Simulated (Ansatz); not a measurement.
A nudged elastic band was laid between two geometries of C5H9ClO (16 atoms, charge 0, multiplicity 1).

Computed with RKS PBE/STO-3G (Ansatz 0.2.0).

* movable images: 5
* climbing image: yes
* spring: 5.0 eV/Å²
* optimiser: quadratic models (default)
* start path: through a guess of the saddle point
* force threshold: 0.05 eV/Å
* iteration limit: 60
* end points: relaxed

Initial state:

```xyz
16
Properties=species:S:1:pos:R:3
C 0.141 -2.217 -0.770
C 0.272 -1.296 0.224
O -0.233 -1.568 1.516
C 1.038 0.036 -0.006
C 0.209 1.335 0.278
C -1.131 1.418 -0.499
Cl -0.145 1.425 2.131
H -0.376 -3.170 -0.595
H 0.566 -2.041 -1.765
H -0.160 -0.642 1.991
H 1.957 0.070 0.620
H 1.355 0.080 -1.069
H 0.836 2.235 0.086
H -0.908 1.445 -1.585
H -1.686 2.335 -0.225
H -1.758 0.532 -0.290
```

Final state:

```xyz
16
Properties=species:S:1:pos:R:3
C 0.476 -2.265 0.611
C 0.186 -1.289 -0.287
O -0.905 -1.472 -1.189
C 0.967 0.045 -0.358
C 0.295 1.244 0.407
C -1.169 1.536 -0.029
Cl 0.336 0.921 2.242
H -0.103 -3.198 0.645
H 1.284 -2.132 1.341
H -0.811 -0.658 -1.822
H 1.984 -0.106 0.057
H 1.084 0.362 -1.420
H 0.924 2.153 0.267
H -1.184 1.825 -1.098
H -1.586 2.370 0.566
H -1.803 0.641 0.113
```

**Question.** What changes between the two ends?

**Answer.** No bond is made or broken. The dihedral O3–C2–C4–C5 goes from -60 to 82°.

**Question.** Give the energies along the band, and the barrier.

**Answer.** The forces met the threshold. The highest image is number 3 of 0 to 6, 8.1 kcal/mol above the first end and 2.3 kcal/mol above the last; the last end lies 5.7 kcal/mol above the first. A vibrational analysis at the climbing image gives one clearly imaginary mode, 85i cm⁻¹: a first-order saddle point. Limits of this set-up: minimal basis.

| image | path coordinate (Å) | energy (kcal/mol) | dihedral O3–C2–C4–C5 (°) |
| --- | --- | --- | --- |
| 0 | 0.00 | 0.0 | -60 |
| 1 | 1.66 | 2.1 | -22 |
| 2 | 3.32 | 5.5 | 20 |
| 3 | 4.97 | 8.1 | 52 |
| 4 | 6.04 | 7.5 | 62 |
| 5 | 7.10 | 6.3 | 70 |
| 6 | 8.16 | 5.7 | 82 |

**Question.** What is the geometry of the highest image?

**Answer.** 
```xyz
16
Properties=species:S:1:pos:R:3
C 0.942 -2.515 -0.016
C 0.129 -1.428 -0.069
O -1.257 -1.593 0.203
C 0.666 -0.045 -0.531
C 0.286 1.209 0.346
C -1.051 1.904 -0.050
Cl 0.226 0.754 2.155
H 0.553 -3.499 0.279
H 2.006 -2.441 -0.273
H -1.584 -0.620 0.327
H 1.771 -0.121 -0.567
H 0.315 0.170 -1.567
H 1.109 1.955 0.271
H -0.995 2.218 -1.111
H -1.217 2.798 0.579
H -1.923 1.231 0.068
```

**Question.** What are the harmonic wavenumbers there?

**Answer.** 85i, 72, 154, 200, 225, 295, 312, 363, 433, 459, 638, 694, 736, 821, 846, 942, 970, 1009, 1068, 1137, 1171, 1285, 1314, 1338, 1404, 1421, 1436, 1518, 1529, 1595, 1618, 1630, 1812, 3240, 3250, 3307, 3351, 3376, 3400, 3422, 3508, 3625 cm⁻¹.

The run took 3.5 min on 1 thread of Intel(R) Xeon(R) 6975P-C (Granite Rapids) (shared host), peak memory 0.13 GiB.
